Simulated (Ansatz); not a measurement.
Relaxation of H2InOSi (5 atoms, charge 0, multiplicity 2), to a largest force component of 0.02 eV/Å in at most 50 steps.

Level of theory: Ansatz 0.2.0, UKS PBE-D4/def2-SVP.

```xyz
5
Properties=species:S:1:pos:R:3:forces:R:3
O 0.590 -1.374 0.349 6.96 -2.50 1.15
Si -0.932 -1.207 0.176 -8.43 1.94 -1.18
In 1.767 0.610 0.028 -0.02 1.36 -0.30
H 0.715 -2.331 0.567 0.88 0.39 0.01
H -0.188 1.728 -0.389 0.62 -1.20 0.32
```

Question: Where does it end, and by what steps?

Answer: The forces met the threshold. After 14 steps the energy has fallen by 2.867 eV; H5 moved furthest, 1.11 Å. The start is strongly strained (largest force component 8 eV/Å). Joined: Si2–H5 (3.08 → 1.60 Å).

```csv
step,energy less start (eV),largest force component (eV/Å),accepted
0,0.0000,8.435,yes
1,-0.9436,4.198,yes
2,-1.6049,1.296,yes
3,-2.0743,1.298,yes
4,-2.5085,1.046,yes
5,-2.6139,1.023,yes
6,-2.6691,0.283,yes
7,-2.6998,0.462,yes
8,-2.7713,0.568,yes
9,-2.8082,0.594,yes
10,-2.8405,0.535,yes
11,-2.8590,0.184,yes
12,-2.8649,0.115,yes
13,-2.8666,0.053,yes
14,-2.8670,0.003,yes
```

```xyz
5
Properties=species:S:1:pos:R:3
O 0.600 -1.430 -0.063
Si -0.783 -0.397 0.484
In 1.801 0.745 0.381
H 0.738 -2.164 0.567
H -0.405 0.673 -0.638
```

Time of the run: 26 s on 2 threads of AMD EPYC 7B13 (Zen 3), with other jobs on the host, peak memory 0.19 GiB.
